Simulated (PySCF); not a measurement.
Compound: [BF4]- (charge -1).
SMILES: `F[B-](F)(F)F`

The closed-shell ground state was solved at several levels (PySCF, density fitting, gas phase, non-relativistic). Geometry: PBE0-D3(BJ)/def2-SVP; no solvent, vibrations or thermal averaging. No diffuse functions stand in pcJ-1 and pcSseg-1, which bears on an anion's orbital energies.

| level | basis functions | HOMO (eV) | LUMO (eV) | gap (eV) |
| --- | --- | --- | --- | --- |
| CAM-B3LYP/def2-SVPD | 112 | -6.49 | 5.51 | 12.00 |
| PBE0/pcSseg-1 | 85 | -4.36 | 10.54 | 14.90 |
| B3LYP/pcJ-1 | 135 | -4.00 | 10.53 | 14.53 |

Q: What might wB97X-D/pcSseg-1 (85 basis functions) give for the same quantities?

A: HOMO -6.41 eV, LUMO 12.47 eV, gap 18.88 eV.

Q: Over all these levels, which gives the widest orbital gap and which the narrowest?

A: wB97X-D/pcSseg-1 (range-separated hybrid) has the widest, 18.88 eV, and CAM-B3LYP/def2-SVPD (range-separated hybrid) the narrowest, 12.00 eV. Functional and basis both differ between the two, so the spread mixes both effects.
